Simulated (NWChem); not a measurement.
System: C$_{2}$H$_{6}$O$_{2}$Si; SMILES COC(=O)[SiH3]

Input file for NWChem:

```
start job
memory heap 200 mb stack 900 mb global 1100 mb
geometry units angstroms noautosym nocenter noautoz
  C     -0.395166    -2.306765     0.008533
  O     -0.754155    -0.910163    -0.015620
  C      0.283256    -0.040239    -0.014851
  O      1.446592    -0.386486    -0.000030
  Si    -0.263098     1.807486    -0.001825
  H     -1.339759    -2.850670     0.010378
  H      0.185353    -2.536533     0.905872
  H      0.197034    -2.563825    -0.873645
  H      0.553486     2.514890    -1.016772
  H      0.045070     2.340886     1.348563
  H     -1.708795     1.967060    -0.293996
end
basis spherical
  * library 6-31g*
end
dft
  xc b3lyp
  iterations 150
end
cosmo
  do_cosmo_smd true
  solvent toluene
end
task dft energy
```

All runs use the structure optimised with B3LYP/6-31G* (spherical d). Solvent: toluene.

Level: B3LYP/6-31G* with SMD (1 M gas to 1 M solution), gas-phase geometry. Reactions with the solvent are ignored.

**Question.** What results follow from this input? (B3LYP/6-31G* (spherical d), SMD on the gas-phase geometry.) Quantities: solvation free energy (kcal/mol); cavity-dispersion-structure term (kcal/mol); dipole in solution (D).

**Answer.** 
```yaml
solvation free energy (kcal/mol): -2.2
cavity-dispersion-structure term (kcal/mol): -0.6
dipole in solution (D): 1.87
```
